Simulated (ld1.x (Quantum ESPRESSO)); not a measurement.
# Pseudopotential generation for germanium: ultrasoft, PBE, scalar-relativistic.

Input for ld1.x (Quantum ESPRESSO) 7.5:

```
&input
   title='Ge', zed=32., rel=1, dft='PBE', iswitch=3,
   config='[Ar] 3d10 4s2 4p2',
   nld=3, rlderiv=2.85, eminld=-4.0, emaxld=5.0, deld=0.02
 /
 &inputp
   pseudotype=3, tm=.true., lloc=-2, rcloc=1.95,
   nlcc=.true., rcore=0.80,
   which_augfun='PSQ', rmatch_augfun_nc=.true.,
   file_pseudopw='Ge.UPF', file_wfcaegen='ae.wfc', file_wfcncgen='nc.wfc', file_beta='beta', file_chi='chi', file_wfcusgen='us.wfc'
 /
6
4S  1  0   2.00   0.00  1.90  2.15  0.0
4S  1  0   0.00   3.50  1.90  2.15  0.0
4P  2  1   2.00   0.00  2.25  2.60  0.0
4P  2  1   0.00   1.30  2.25  2.60  0.0
3D  3  2  10.00   0.00  0.95  1.05  0.0
3D  3  2   0.00  -1.80  0.95  1.05  0.0
 &test
   configts(1)='3d10 4s2 4p2'
 /
```

Command:

```bash
ld1.x < Ge.in > Ge.out
```

Resulting log (shortened: banner, matrices, multipoles, cross overlaps and the repeated all-electron block are left out):

```
Program LD1 v.7.5
     --------------------------- All-electron run ----------------------------

     Ge
     scalar relativistic calculation

     atomic number is 32.00
     dft =PBE   lsd =0 sic =0 latt =0  beta=0.20 tr2=1.0E-14
     Exchange-correlation= PBE
                           (   1   4   3   4   0   0   0)
     mesh =1207 r(mesh) = 100.41023 a.u. xmin = -7.00 dx = 0.01250
     1 Ry =  13.60569312 eV, c = 137.03599908

     n l     nl                  e(Ry)          e(Ha)          e(eV)
     1 0     1S 1( 2.00)      -805.6314      -402.8157    -10961.1741
     2 0     2S 1( 2.00)      -100.8250       -50.4125     -1371.7939
     2 1     2P 1( 6.00)       -88.1036       -44.0518     -1198.7111
     3 0     3S 1( 2.00)       -12.3839        -6.1919      -168.4909
     3 1     3P 1( 6.00)        -8.4979        -4.2490      -115.6205
     3 2     3D 1(10.00)        -2.1543        -1.0772       -29.3109
     4 0     4S 1( 2.00)        -0.8622        -0.4311       -11.7311
     4 1     4P 1( 2.00)        -0.2863        -0.1431        -3.8953

     final scf error:  3.0E-15 reached in  36 iterations

     Etot =   -4197.669992 Ry,   -2098.834996 Ha,  -57112.209742 eV

     Ekin =    4273.695468 Ry,    2136.847734 Ha,   58146.589038 eV
     Encl =  -10116.689522 Ry,   -5058.344761 Ha, -137644.573051 eV
     Eh   =    1804.321722 Ry,     902.160861 Ha,   24549.047641 eV
     Exc  =    -158.997660 Ry,     -79.498830 Ha,   -2163.273369 eV

     normalization and overlap integrals

     s(1S/1S) =  1.000000  <r> =   0.0470  <r2> =    0.0030  r(max) =   0.0309
     s(2S/2S) =  1.000000  <r> =   0.2100  <r2> =    0.0520  r(max) =   0.1754
     s(2P/2P) =  1.000000  <r> =   0.1837  <r2> =    0.0414  r(max) =   0.1418
     s(3S/3S) =  1.000000  <r> =   0.6242  <r2> =    0.4495  r(max) =   0.5402
     s(3P/3P) =  1.000000  <r> =   0.6470  <r2> =    0.4929  r(max) =   0.5402
     s(3D/3D) =  1.000000  <r> =   0.7365  <r2> =    0.6969  r(max) =   0.5012
     s(4S/4S) =  1.000000  <r> =   2.1162  <r2> =    5.1841  r(max) =   1.7494
     s(4P/4P) =  1.000000  <r> =   2.8993  <r2> =   10.0650  r(max) =   2.2184

     ------------------------ End of All-electron run ------------------------

     --------------------- Generating US pseudopotential ---------------------

      Generating local potential from pseudized AE potential:
      Matching radius rcloc =   1.9500
      Enforcing V''(0)=0 (lloc=-2)

      Local pseudo, rcloc= 1.933 Estimated cut-off energy=     8.27 Ry

      Computing core charge for nlcc:

       r > 0.81 : true rho core
       r < 0.81 : rho core = a sin(br)/r    a=  18.43  b=   3.17

      Integrated core pseudo-charge :   6.74
      Wfc-us  4S rcutus= 2.137  Estimated cut-off energy=    10.36 Ry
      Wfc-us  4S rcutus= 2.137  Estimated cut-off energy=    22.84 Ry
      Wfc-us  4P rcutus= 2.610  Estimated cut-off energy=    11.26 Ry
      Wfc-us  4P rcutus= 2.610  Estimated cut-off energy=    18.55 Ry
      Wfc-us  3D rcutus= 1.061  Estimated cut-off energy=   103.81 Ry
      Wfc-us  3D rcutus= 1.061  Estimated cut-off energy=   106.54 Ry

     Q pseudized with Bessel functions
     Expected ecutrho=     494.7361 due to l1=  2   l2=  2

     ------------------- End of pseudopotential generation -------------------

     Computing logarithmic derivative in   2.86633
     Computing logarithmic derivative in   2.86633
     Computing the partial wave expansion
     R is outside the sphere for l=    0 j= 0.00
     R is outside the sphere for l=    0 j= 0.00
     R is outside the sphere for l=    1 j= 0.00
     R is outside the sphere for l=    1 j= 0.00
     R is outside the sphere for l=    2 j= 0.00
     R is outside the sphere for l=    2 j= 0.00

     ---------------------- Testing the pseudopotential ----------------------

     Ge
     scalar relativistic calculation

     atomic number is 32.00   valence charge is 14.00
     dft =PBE   lsd =0 sic =0 latt =0  beta=0.20 tr2=1.0E-14
     mesh =1207 r(mesh) = 100.41023 xmin = -7.00 dx = 0.01250

     n l     nl             e AE (Ry)        e PS (Ry)    De AE-PS (Ry)
     3 2     3D   1(10.00)       -2.15431       -2.15431        0.00000
     1 0     4S   1( 2.00)       -0.86222       -0.86222        0.00000
     2 1     4P   1( 2.00)       -0.28630       -0.28630        0.00000

     eps = 1.4E-15  iter =  8

     Etot =   -4197.669992 Ry,   -2098.834996 Ha,  -57112.209742 eV
     Etotps =  -225.932586 Ry,    -112.966293 Ha,   -3073.969427 eV

     Ekin =      89.464418 Ry,      44.732209 Ha,    1217.225421 eV
     Encl =    -391.807226 Ry,    -195.903613 Ha,   -5330.808884 eV
     Ehrt =     194.725873 Ry,      97.362936 Ha,    2649.380466 eV
     Ecxc =     -47.801862 Ry,     -23.900931 Ha,    -650.377470 eV
     (Ecc =     -13.161202 Ry,      -6.580601 Ha,    -179.067275 eV)
     Epseu=     -70.513788 Ry,     -35.256894 Ha,    -959.388960 eV

     ---------------------- End of pseudopotential test ----------------------
```

Generation and configuration tests took about 1 s on one core of a shared server CPU.

Transferability test of the new file with ld1.x, input:

```
&input
   title='Ge', zed=32., rel=1, dft='PBE', iswitch=2,
   config='[Ar] 3d10 4s2 4p2'
 /
 &test
   file_pseudo='Ge.UPF', nconf=8,
   configts(1)='3d10 4s2 4p2',
   configts(2)='3d10 4s2 4p1',
   configts(3)='3d10 4s2 4p0',
   configts(4)='3d10 4s1 4p0',
   configts(5)='3d10 4s1 4p3',
   configts(6)='3d10 4s1 4p2',
   configts(7)='3d9 4s2 4p3',
   configts(8)='3d10 4s2 4p1.5'
 /
```

```bash
ld1.x < Ge.test.in > Ge.test.out
```

Pseudopotential blocks of its output, shortened (energy terms left out):

```
     ---------------------- Testing the pseudopotential ----------------------

     n l     nl             e AE (Ry)        e PS (Ry)    De AE-PS (Ry)
     3 2     3D   1(10.00)       -2.15431       -2.15431        0.00000
     1 0     4S   1( 2.00)       -0.86222       -0.86222        0.00000
     2 1     4P   1( 2.00)       -0.28630       -0.28630        0.00000

     eps = 2.0E-15  iter =  8

     Etot =   -4197.669992 Ry,   -2098.834996 Ha,  -57112.209742 eV
     Etotps =  -225.932586 Ry,    -112.966293 Ha,   -3073.969431 eV

     ---------------------- End of pseudopotential test ----------------------
```

The test run then stopped with an error in chargeps: “negative rho”.
